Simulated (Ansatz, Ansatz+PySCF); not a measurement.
```xyz
9

C     0.0087   -0.4096   -0.3534
C     0.0046   -0.4391    1.1643
O     0.0082    0.9278   -0.7842
H    -0.8896   -0.9664   -0.7212
H     0.8860   -0.9607   -0.7394
H     0.0068   -1.4733    1.5407
H     0.8992    0.0796    1.5476
H    -0.8892    0.0727    1.5450
H    -0.0053    0.9302   -1.7499
```

Basis set: def2-SVP (spherical functions). Left uncorrelated: 3 orbitals. Charge 0, multiplicity 1.

Computed with Ansatz (development build ahead of 0.2.0); each method stands on the lowest determinant of its kind that the runs found. Restricted open shells among the atoms or ions are ROHF, correlated in semicanonical orbitals with singles.

The atomization energy at this shape (free ground-state atoms in the same class of orbitals less the molecule, no zero-point energy) of singlet C₂H₆O:

```csv
method,atomization energy
RHF-MP2,777.65 kcal/mol
RHF,610.67 kcal/mol
UHF,602.41 kcal/mol
```

**Question.** What does RHF-CCSD(T) give?

**Answer.** 773.35 kcal/mol.
